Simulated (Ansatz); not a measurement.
Li3Br3⁻. Charge -1, multiplicity 2. Geometry r2SCAN-D4/def2-SVPD; atoms count from 1.

```xyz
6

Li    0.366   -0.539    1.220
Li    1.858    2.009    3.432
Li   -1.149   -0.284   -2.684
Br   -0.632   -1.522   -0.684
Br    1.286   -0.345    3.393
Br   -1.728    0.680   -4.677
```

Another isomer (doublet) lies 0.28 eV lower at PBE0-D4/def2-TZVPD; other spin states weren't run for this one.

(1) Estimate the Mulliken populations from the PBE0/def2-TZVPD orbitals of Ansatz.

(2) Where does the spin sit?

Answers

(1) 
```json
{"atom": "Li1", "charge (e)": "0.69", "spin (α − β)": "0.17"}
{"atom": "Li2", "charge (e)": "0.05", "spin (α − β)": "0.88"}
{"atom": "Li3", "charge (e)": "0.79", "spin (α − β)": "0.03"}
{"atom": "Br4", "charge (e)": "-0.85", "spin (α − β)": "0.00"}
{"atom": "Br5", "charge (e)": "-0.79", "spin (α − β)": "-0.08"}
{"atom": "Br6", "charge (e)": "-0.89", "spin (α − β)": "0.00"}
```
Mulliken values and Mayer orders depend strongly on the basis. With diffuse functions, as here, like atoms can get unlike values, and bond orders can come out too low or too high.

(2) Summed by element: Li 1.08, Br -0.08, of 1 unpaired in all. Largest on single atoms: Li2 0.88, Li1 0.17, Br5 -0.08.
